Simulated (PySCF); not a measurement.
C3H10ClNSi, SMILES CN(C)[Si@@H](C)Cl.

Geometry: B3LYP-D3(BJ)/def2-SVP. The structure was generated by enumeration; whether it is a known compound was not checked. Other conformers were not sampled.

Two levels are set side by side: TDA-PBE/def2-SVPD (PySCF) and TDA-PBE0/def2-SVPD (PySCF). Vertical, same geometry. The lowest singlet is HOMO→LUMO 100 % with PBE and HOMO→LUMO 93 % with the other functional; states are paired by order. Differences are taken from unrounded values.

```
quantity                               TDA-PBE0
-------------------------------------  --------
lowest singlet excitation (eV)             6.11
lowest triplet excitation (TDA) (eV)       5.96
first bright state (f over 0.05) (eV)      6.64
its oscillator strength                    0.07
```

Task: What does TDA-PBE give, and how far is it from TDA-PBE0? (The exact figures need the calculation; the answer reports its results.)

Result: 
```
quantity                               TDA-PBE  TDA-PBE minus TDA-PBE0
-------------------------------------  -------  ----------------------
lowest singlet excitation (eV)            5.27                   -0.83
lowest triplet excitation (TDA) (eV)      5.19                   -0.77
first bright state (f over 0.05) (eV)     5.77                   -0.87
its oscillator strength                   0.09                    0.02
```

Functionals without exact exchange tend to place singlet excitations lower, as here. Differences between two approximate levels are no errors against the true value.

Rough cost on one machine, each run with all the roots and properties that it gave: TDA-PBE0 against TDA-PBE about 2 times.
